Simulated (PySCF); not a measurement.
bromine monochloride cation (BrCl), SMILES ClBr (connectivity only; charge and spin as stated), charge +1, multiplicity 2. The structure is a stationary point at PBE0-D3(BJ)/def2-TZVP. The multiplicity is an assumed one; other spin states were not compared.

These are PBE0-D3(BJ)/def2-TZVP in PySCF values and carry that method's errors.

Harmonic wavenumbers (cm⁻¹): 529. Rotational constants (GHz): 4.946 (linear); symmetry number 1.

### Question
Work out the zero-point energy and the ideal-gas rigid-rotor harmonic-oscillator thermochemistry at 298.15 K and 1 atm.

### Answer
ZPE = ½ Σ hcν = ½ × 529 cm⁻¹ = 0.76 kcal/mol. H − E(el) = 2.96 kcal/mol. Entropy in cal/(mol K): translation 40.14, rotation 16.17, vibration 0.59, spin 1.38, total 58.28. G − E(el) = -14.42 kcal/mol. Cp = 8.14 cal/(mol K).
